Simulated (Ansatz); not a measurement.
Mulliken charges of BH3SZn, SMILES `B[S][ZnH]` from r2SCAN/def2-TZVPP in Ansatz (PBE0-D4/def2-TZVP geometry).

| atom | x (Å) | y (Å) | z (Å) | charge (e) |
| --- | --- | --- | --- | --- |
| B1 | -0.734 | 0.202 | -0.896 | -0.012 |
| S2 | -0.747 | -1.289 | 0.068 | -0.216 |
| Zn3 | 0.902 | -0.472 | 1.248 | 0.330 |
| H4 | -1.516 | 0.322 | -1.790 | 0.007 |
| H5 | 0.041 | 1.098 | -0.675 | -0.003 |
| H6 | 2.055 | 0.140 | 2.046 | -0.106 |

Problem. By hand: the dipole of these point charges (1 e Å = 4.8032 D).

Solution. Σ q r = (0.239, 0.104, 0.181) e Å, of length 0.317 e Å = 1.52 D.

Problem. How does the dipole of the full density compare? (Best estimate.)

Solution. Ansatz gave: (0.174, 0.022, 0.166) e Å, 1.16 D; the point charges give 1.31 times that, at 15° from its direction.

Point charges leave out the atoms' own dipoles, such as those of lone pairs, and Mulliken's split depends on the basis, so the two needn't agree.
